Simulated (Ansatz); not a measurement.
System: sum formula Si$_{2}$H$_{5}$Cl, charge 0, multiplicity 1. 
Coordinates optimised at B3LYP-D3(BJ)/def2-TZVP (Ansatz, a quantum-chemistry and plane-wave program):
SMILES: [SiH3][SiH2]Cl
```xyz
8

Si    -1.8389    -0.3520     0.1356
Si     0.4719    -0.7234     0.0485
Cl     1.4291     1.1058    -0.1906
H     -2.2873     0.2871    -1.1232
H     -2.5446    -1.6459     0.3062
H     -2.1572     0.5330     1.2799
H      0.9808    -1.3367     1.2956
H      0.8513    -1.5815    -1.0961
```

Quantity: vertical ionisation energy (to the doublet state of charge +1; each state is the SCF solution reached for its spin), in eV. Correlated levels leave the core frozen unless marked. UHF or UKS for open shells. Spin-orbit coupling is left out. No relativistic terms. Basis-set limits of correlation are two-point, X^-3; Hartree-Fock from the larger set. [CCSD(T)-MP2]/basis is that difference in the basis named.

| level | program | vertical ionisation energy (eV) |
|---|---|---|
| SVWN5/def2-TZVPD | Ansatz | ___ |
| PBE/def2-TZVPD | Ansatz | ___ |
| BHLYP/def2-TZVPD | Ansatz | 10.37 |
| wB97X-V/def2-TZVPD | Ansatz | 10.45 |
| SCS-MP2/aug-cc-pV(D+d)Z | Ansatz | 10.43 |
| SCS-MP2/aug-cc-pV(T+d)Z | Ansatz | 10.56 |
| CCSD/aug-cc-pV(D+d)Z | Ansatz | 10.39 |
| RI-MP2/CBS(aug-cc-pV(T+d)Z,aug-cc-pV(Q+d)Z)+[CCSD(T)-MP2]/aug-cc-pV(T+d)Z | Ansatz | ___ |

Q: Complete the blanks.

A: 
- SVWN5/def2-TZVPD, vertical ionisation energy (eV): 10.03
- PBE/def2-TZVPD, vertical ionisation energy (eV): 9.93
- RI-MP2/CBS(aug-cc-pV(T+d)Z,aug-cc-pV(Q+d)Z)+[CCSD(T)-MP2]/aug-cc-pV(T+d)Z, vertical ionisation energy (eV): 10.58
